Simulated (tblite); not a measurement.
Record of a relaxation.

Compound: C6H12SSi.
Bonds: C1–C2 (triple), C2–C3, C3–C4, C4–Si5, Si5–S6, S6–C7, C7–C8. Hydrogens: H9 on C1; H10, H11 on C3; H12, H13 on C4; H14, H15 on Si5; H16, H17 on C7; H18, H19, H20 on C8.

Computed with GFN2-xTB (tblite), gas phase: L-BFGS steps from a force-field or distance-geometry start until the largest atomic force falls under 0.01 eV/Å. 7 of its 80 geometries are shown.

Step 0: E = -649.9110 eV, largest atomic force 1.997 eV/Å
```
atom  x, y, z in Å  |  force x, y, z in eV/Å
C1     -3.914    1.952   -0.309   -0.424   1.320  -0.115
C2     -3.558    0.821   -0.221    0.683  -1.840   0.368
C3     -3.094   -0.584   -0.087   -0.725   0.864  -0.403
C4     -1.686   -0.777   -0.635   -0.009  -0.735   0.039
Si5    -0.304   -0.085    0.419    0.316   0.730   0.561
S6      1.575   -0.675   -0.449   -0.167  -0.071  -0.092
C7      2.796    0.113    0.648    0.341   0.090   0.545
C8      4.209   -0.207    0.185    0.201  -0.195  -0.140
H9     -4.247    2.961   -0.395    0.198  -0.603   0.025
H10    -3.793   -1.216   -0.663    0.109   0.202   0.041
H11    -3.181   -0.909    0.952    0.151   0.195   0.041
H12    -1.615   -0.382   -1.641   -0.091   0.045  -0.220
H13    -1.520   -1.864   -0.702   -0.025   0.176  -0.151
H14    -0.332    1.398    0.457    0.033  -0.352   0.021
H15    -0.361   -0.613    1.796    0.040   0.052  -0.161
H16     2.644    1.196    0.662   -0.130  -0.106  -0.163
H17     2.659   -0.253    1.677   -0.123  -0.017  -0.331
H18     4.383    0.158   -0.832   -0.108  -0.091   0.215
H19     4.934    0.265    0.851   -0.086   0.021  -0.037
H20     4.401   -1.288    0.200   -0.184   0.315  -0.042
```

Step 13: E = -650.0028 eV, largest atomic force 0.105 eV/Å
```
atom  x, y, z in Å  |  force x, y, z in eV/Å
C1     -3.890    1.931   -0.307    0.034   0.004   0.006
C2     -3.491    0.809   -0.198   -0.020  -0.054   0.069
C3     -3.080   -0.575   -0.091    0.045  -0.021  -0.059
C4     -1.669   -0.806   -0.643    0.043  -0.034   0.003
Si5    -0.305   -0.048    0.438    0.019  -0.046  -0.038
S6      1.548   -0.677   -0.451    0.041   0.022   0.010
C7      2.786    0.112    0.657   -0.066  -0.003   0.017
C8      4.193   -0.206    0.190   -0.002  -0.016  -0.016
H9     -4.227    2.919   -0.395    0.009   0.061  -0.011
H10    -3.799   -1.174   -0.662    0.012  -0.028   0.012
H11    -3.138   -0.888    0.955    0.028   0.023  -0.022
H12    -1.615   -0.395   -1.654    0.008  -0.014   0.031
H13    -1.502   -1.884   -0.739   -0.002   0.100   0.032
H14    -0.325    1.413    0.485   -0.014   0.001  -0.017
H15    -0.341   -0.585    1.801   -0.010   0.003   0.013
H16     2.602    1.186    0.639   -0.020  -0.002  -0.002
H17     2.612   -0.267    1.665   -0.018   0.003  -0.021
H18     4.348    0.159   -0.821   -0.027  -0.015  -0.040
H19     4.925    0.264    0.843   -0.026   0.043   0.060
H20     4.363   -1.279    0.200   -0.034  -0.028  -0.027
```

Step 26: E = -650.0110 eV, largest atomic force 0.051 eV/Å
```
atom  x, y, z in Å  |  force x, y, z in eV/Å
C1     -3.844    1.932   -0.296    0.008   0.010  -0.001
C2     -3.472    0.801   -0.181    0.013   0.017  -0.002
C3     -3.052   -0.581   -0.089   -0.032   0.002   0.013
C4     -1.647   -0.804   -0.648   -0.022   0.010   0.000
Si5    -0.298   -0.042    0.434    0.012   0.009   0.003
S6      1.536   -0.678   -0.472    0.014  -0.002  -0.015
C7      2.746    0.112    0.652    0.034   0.007  -0.003
C8      4.157   -0.204    0.192   -0.001   0.009   0.010
H9     -4.174    2.924   -0.388    0.028  -0.018   0.013
H10    -3.772   -1.186   -0.649   -0.020  -0.023   0.003
H11    -3.090   -0.895    0.959   -0.020   0.000  -0.006
H12    -1.592   -0.399   -1.659   -0.012   0.006  -0.012
H13    -1.477   -1.878   -0.734    0.020  -0.046  -0.010
H14    -0.328    1.417    0.470    0.003   0.011   0.000
H15    -0.333   -0.572    1.800    0.002   0.009  -0.003
H16     2.559    1.186    0.636   -0.008   0.001   0.002
H17     2.564   -0.271    1.655   -0.009   0.002   0.006
H18     4.310    0.161   -0.821    0.004  -0.016   0.015
H19     4.882    0.269    0.852   -0.021  -0.005  -0.002
H20     4.319   -1.279    0.200    0.007   0.017  -0.012
```

Step 40: E = -650.0146 eV, largest atomic force 0.040 eV/Å
```
atom  x, y, z in Å  |  force x, y, z in eV/Å
C1     -3.775    1.934   -0.278   -0.006  -0.003   0.011
C2     -3.461    0.784   -0.173    0.013   0.005   0.010
C3     -3.063   -0.604   -0.083    0.018  -0.002  -0.006
C4     -1.660   -0.820   -0.652    0.013  -0.016   0.000
Si5    -0.303   -0.035    0.408   -0.011   0.003  -0.006
S6      1.532   -0.667   -0.500   -0.008   0.001   0.001
C7      2.728    0.117    0.644   -0.029   0.003   0.006
C8      4.143   -0.195    0.202    0.003   0.011   0.015
H9     -4.064    2.938   -0.357    0.000   0.022  -0.005
H10    -3.787   -1.209   -0.640   -0.006   0.017   0.009
H11    -3.099   -0.913    0.965   -0.001  -0.021  -0.001
H12    -1.623   -0.415   -1.665    0.011  -0.014   0.006
H13    -1.472   -1.893   -0.738   -0.020   0.012   0.004
H14    -0.325    1.426    0.440   -0.018  -0.003  -0.021
H15    -0.319   -0.543    1.784   -0.007  -0.011  -0.009
H16     2.539    1.190    0.633   -0.006   0.010  -0.006
H17     2.531   -0.272    1.642    0.001  -0.003   0.004
H18     4.309    0.177   -0.806    0.012  -0.030  -0.004
H19     4.854    0.279    0.875    0.030   0.012   0.023
H20     4.309   -1.269    0.211    0.010   0.009  -0.031
```

Step 53: E = -650.0179 eV, largest atomic force 0.036 eV/Å
```
atom  x, y, z in Å  |  force x, y, z in eV/Å
C1     -3.710    1.942   -0.244    0.004   0.013   0.002
C2     -3.428    0.785   -0.135    0.004   0.014  -0.028
C3     -3.067   -0.615   -0.075   -0.005   0.011   0.011
C4     -1.673   -0.850   -0.660   -0.007   0.010  -0.001
Si5    -0.312   -0.038    0.373    0.006  -0.006   0.007
S6      1.533   -0.656   -0.524   -0.014  -0.001   0.007
C7      2.713    0.126    0.636    0.034   0.010   0.007
C8      4.138   -0.179    0.218    0.015   0.003   0.001
H9     -3.962    2.957   -0.326   -0.007  -0.008   0.022
H10    -3.813   -1.187   -0.637    0.013  -0.005  -0.003
H11    -3.100   -0.950    0.966    0.001   0.002   0.001
H12    -1.645   -0.460   -1.679   -0.004  -0.012  -0.016
H13    -1.493   -1.924   -0.731   -0.003  -0.024   0.003
H14    -0.366    1.423    0.373    0.006  -0.011  -0.004
H15    -0.323   -0.527    1.756    0.007   0.001  -0.007
H16     2.523    1.198    0.627   -0.007   0.008  -0.009
H17     2.506   -0.266    1.632   -0.013  -0.008   0.006
H18     4.326    0.195   -0.785   -0.011   0.000  -0.002
H19     4.838    0.291    0.907   -0.009   0.004   0.007
H20     4.310   -1.253    0.221   -0.010  -0.002  -0.004
```

Step 66: E = -650.0196 eV, largest atomic force 0.017 eV/Å
```
atom  x, y, z in Å  |  force x, y, z in eV/Å
C1     -3.674    1.957   -0.215   -0.009   0.004   0.003
C2     -3.406    0.793   -0.139    0.005  -0.012   0.002
C3     -3.066   -0.612   -0.081    0.003  -0.006  -0.007
C4     -1.679   -0.877   -0.668    0.002  -0.009  -0.002
Si5    -0.314   -0.052    0.348   -0.006   0.000  -0.005
S6      1.540   -0.659   -0.535    0.015   0.000   0.008
C7      2.706    0.135    0.635   -0.014  -0.003  -0.003
C8      4.135   -0.168    0.230   -0.002   0.000   0.000
H9     -3.920    2.974   -0.271   -0.002   0.016  -0.001
H10    -3.823   -1.175   -0.638   -0.007   0.006   0.001
H11    -3.101   -0.941    0.962   -0.003  -0.007   0.000
H12    -1.653   -0.515   -1.697    0.007  -0.001   0.002
H13    -1.514   -1.956   -0.713    0.000   0.013   0.009
H14    -0.380    1.408    0.327    0.008   0.001   0.005
H15    -0.318   -0.525    1.736    0.000  -0.001   0.003
H16     2.510    1.207    0.620    0.000  -0.005  -0.012
H17     2.488   -0.254    1.630    0.005  -0.005  -0.011
H18     4.330    0.212   -0.770   -0.002   0.004  -0.002
H19     4.828    0.298    0.927    0.002   0.006   0.008
H20     4.305   -1.241    0.226   -0.002  -0.001   0.004
```

Step 79: E = -650.0200 eV, largest atomic force 0.008 eV/Å
```
atom  x, y, z in Å  |  force x, y, z in eV/Å
C1     -3.672    1.962   -0.204    0.005  -0.001   0.002
C2     -3.400    0.799   -0.136   -0.001   0.005  -0.001
C3     -3.067   -0.609   -0.085   -0.001  -0.001   0.001
C4     -1.680   -0.883   -0.667    0.002   0.001   0.002
Si5    -0.311   -0.056    0.343    0.006  -0.002   0.001
S6      1.542   -0.673   -0.538   -0.004   0.000   0.003
C7      2.701    0.134    0.629    0.005   0.002   0.003
C8      4.134   -0.162    0.232   -0.001   0.001   0.000
H9     -3.914    2.981   -0.255   -0.001  -0.001   0.000
H10    -3.826   -1.164   -0.648   -0.002  -0.001  -0.001
H11    -3.108   -0.944    0.955   -0.003  -0.001   0.000
H12    -1.649   -0.534   -1.701    0.004   0.007   0.002
H13    -1.517   -1.962   -0.697   -0.004  -0.007  -0.002
H14    -0.365    1.404    0.321   -0.001  -0.004   0.000
H15    -0.316   -0.527    1.732    0.000   0.004  -0.003
H16     2.500    1.205    0.606   -0.003   0.001  -0.007
H17     2.482   -0.250    1.625   -0.001  -0.002   0.002
H18     4.335    0.218   -0.766   -0.003   0.000   0.003
H19     4.819    0.308    0.935   -0.002  -0.002  -0.005
H20     4.308   -1.235    0.232    0.003   0.003   0.003
```

**Question.** Summarise the path.

**Answer.** The energy falls by 2.51 kcal/mol from step 0 to step 79; nine tenths of that is first reached at step 21. It rises by more than 0.2 meV at step 1. The largest force goes from 1.997 to 0.008 eV/Å. Among the bonds C2–C3 changes most, from 1.485 to 1.447 Å; the atoms move by 0.153 Å rms after alignment.

**Question.** Follow the three bonds and two angles with the largest change from start to end.

**Answer.** 
```csv
step,E above end (kcal/mol),largest force (eV/Å),C2–C3 (Å),Si5–H14 (Å),C4–Si5 (Å),Si5–S6–C7 (°),C3–C4–Si5 (°)
0,2.51,1.997,1.485,1.484,1.870,103.0,115.7
3,0.97,0.261,1.455,1.458,1.894,102.4,115.3
7,0.60,0.100,1.446,1.461,1.896,102.7,114.9
10,0.50,0.104,1.448,1.464,1.898,102.2,114.0
14,0.37,0.086,1.447,1.460,1.896,101.8,113.2
17,0.30,0.067,1.448,1.462,1.893,101.3,113.1
21,0.25,0.047,1.448,1.461,1.894,100.6,112.9
24,0.22,0.053,1.446,1.460,1.890,100.4,112.8
27,0.20,0.044,1.448,1.461,1.890,100.2,112.9
31,0.18,0.039,1.447,1.462,1.892,100.0,112.9
34,0.16,0.036,1.447,1.462,1.890,99.8,113.1
38,0.14,0.043,1.447,1.460,1.891,99.7,113.1
41,0.12,0.039,1.447,1.462,1.892,99.7,113.0
45,0.09,0.032,1.447,1.461,1.892,99.7,112.7
48,0.07,0.047,1.447,1.461,1.892,99.7,112.5
52,0.05,0.034,1.447,1.462,1.891,99.6,112.4
55,0.04,0.041,1.447,1.461,1.891,99.5,112.3
58,0.03,0.030,1.447,1.461,1.891,99.6,112.1
62,0.02,0.044,1.447,1.462,1.891,99.6,111.9
65,0.01,0.015,1.447,1.461,1.892,99.5,111.9
69,0.01,0.014,1.447,1.461,1.891,99.4,111.9
72,0.01,0.017,1.447,1.461,1.892,99.4,111.9
76,0.00,0.027,1.447,1.462,1.892,99.2,112.0
79,0.00,0.008,1.447,1.462,1.891,99.1,112.0
```

The cost below is that of the whole relaxation. The run took 1.1 s wall on one thread of an Arm Neoverse N1, no GPU, shared host with 64 logical CPUs at a one-minute load of 55.
